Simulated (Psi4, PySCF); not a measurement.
Approach curve of the dimer H3N ··· HF (SMILES N and F). Monomers: optimised at B3LYP-D3(BJ) (def2-TZVP), held rigid. Orientation: a random orientation, not optimised. Only R, the distance of the centres of mass, is varied, so the lowest point isn't the relaxed dimer.

Geometry at R = 3.43 Å (first 4 atoms: monomer A):
```
6

N      0.0001     0.0021     0.2791
H      0.9369    -0.1060    -0.0927
H     -0.5597    -0.7594    -0.0870
H     -0.3773     0.8633    -0.0993
F     -2.6787     2.0910     0.4095
H     -2.6093     3.0112     0.4649
```

Levels of theory: RKS-B3LYP/6-31G* = restricted B3LYP/6-31G*, spherical d, no counterpoise correction run with PySCF; RKS-B3LYP/3-21G = restricted B3LYP/3-21G, no counterpoise correction in PySCF; RHF/6-31G* = restricted Hartree-Fock/6-31G*, spherical d, no counterpoise correction (PySCF); CCSD(T)/aug-cc-pVDZ = DF-CCSD(T)/aug-cc-pVDZ, frozen core, counterpoise-corrected (Psi4 1.11).

Interaction energies in kJ/mol; the last columns give the difference from CCSD(T):

| R / Å | RKS-B3LYP/6-31G* | RKS-B3LYP/3-21G | RHF/6-31G* | CCSD(T)/aug-cc-pVDZ | RKS-B3LYP/6-31G* − CCSD(T)/aug-cc-pVDZ | RKS-B3LYP/3-21G − CCSD(T)/aug-cc-pVDZ | RHF/6-31G* − CCSD(T)/aug-cc-pVDZ |
|---|---|---|---|---|---|---|---|
| 2.81 | -4.80 | -19.46 | 4.18 | 5.44 | -10.24 | -24.91 | -1.26 |
| 3.03 | -7.59 | -18.72 | -1.30 | 0.17 | -7.76 | -18.89 | -1.47 |
| 3.26 | -7.33 | -14.40 | -3.04 | -1.55 | -5.78 | -12.85 | -1.49 |
| 3.43 | -6.31 | -10.56 | -3.16 | -1.82 | -4.49 | -8.74 | -1.34 |
| 3.65 | -4.67 | -6.21 | -2.69 | -1.70 | -2.96 | -4.51 | -0.98 |
| 3.82 | -3.44 | -3.78 | -2.15 | -1.49 | -1.95 | -2.29 | -0.66 |
| 4.15 | -1.64 | -1.27 | -1.19 | -1.07 | -0.57 | -0.20 | -0.13 |
| 4.41 | -0.85 | -0.55 | -0.70 | -0.80 | -0.05 | 0.25 | 0.10 |
| 4.94 | -0.26 | -0.19 | -0.27 | -0.46 | 0.19 | 0.26 | 0.18 |
| 5.62 | -0.13 | -0.11 | -0.14 | -0.24 | 0.12 | 0.14 | 0.11 |
| 6.64 | -0.06 | -0.05 | -0.07 | -0.11 | 0.05 | 0.06 | 0.04 |
| 7.91 | -0.03 | -0.03 | -0.03 | -0.05 | 0.02 | 0.02 | 0.02 |

RKS-B3LYP/6-31G* is furthest from CCSD(T)/aug-cc-pVDZ at 2.81 (-10.24 kJ/mol, below); its mean absolute difference over the points is 2.85 kJ/mol.

RKS-B3LYP/3-21G is furthest from CCSD(T)/aug-cc-pVDZ at 2.81 (-24.91 kJ/mol, below); its mean absolute difference over the points is 6.09 kJ/mol.

RHF/6-31G* is furthest from CCSD(T)/aug-cc-pVDZ at 3.26 (-1.49 kJ/mol, below); its mean absolute difference over the points is 0.65 kJ/mol.
